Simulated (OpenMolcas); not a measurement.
# 4s2 4p2 along the 32-electron sequence

```json
{
  "Program": "OpenMolcas 26.06",
  "Method": "SS-CASPT2, IPEA 0.25 Eh, imaginary shift 0.1 Eh",
  "Basis": "ANO-R2",
  "Scalar Hamiltonian": "X2C, finite nucleus",
  "Spin-orbit coupling": "RASSI with atomic mean-field integrals over the reference wave functions, term energies averaged over their components"
}
```

Active space for each ion: 2 electrons in 3 orbitals (4p); closed shells correlated by CASPT2: 3d 4s.

Computed levels in cm-1 above 3P0:

```
                               Level     Ge    As+   Se2+   Kr4+
                                 3P1    487    927   1541   3360
                                 3P2   1256   2270   3570   6990
                                 1D2   7620  10210  12900  19130
                                 1S0  17380  22910  28330  39080
weight of 3P in the lowest level (%)    100     99     99     97
```

Measured, with the error of the calculation in %. Measured levels: Ge, As+ from NIST Handbook of Basic Atomic Spectroscopic Data; Se2+ from Moore, Atomic Energy Levels, vol. II, NSRDS-NBS 35 (1971 reprint of NBS Circular 467, 1952); Kr4+ from Saloman, J. Phys. Chem. Ref. Data 36, 215 (2007).

```tsv
Level	Ge	As+	Se2+	Kr4+
3P1	557 (-12.6)	1063 (-12.8)	1741 (-11.5)	3743 (-10.2)
3P2	1410 (-10.9)	2541 (-10.9)	3937 (-9.4)	7595 (-7.9)
1D2	7125 (+7.0)	10096 (+1.1)	13032 (-1.0)	19723 (-3.0)
1S0	16367 (+6.2)	22599 (+1.4)		39204 (-0.3)
```

The fine-structure level 3P2 changes by a factor of 5.57 from Ge to Kr4+. Its fourth root runs 5.95, 6.90, 7.73, 9.14, with steps per unit of Z of 0.95, 0.83, 0.71; equal steps would mean a (Z - σ)^4 law with constant σ.

1D2 changes by a factor of 2.51 over the same range, with steps per unit of Z of +2590, +2690, +3120 cm-1.

Term energies are means over components that CASPT2 splits; among the terms shown or strongly mixed into the levels shown the widest spread is 100 cm-1 (4s2 4p2 1D, Se2+). With the s shell closed, the reference lacks s² → p² mixing. Computed and measured levels are paired by configuration, term and J; levels that our copy of the source lacks, or whose pairing is in doubt (as where it misses far off the trend of its configuration), stay unpaired and out of the deviations. Levels of configurations outside the active space are missing.
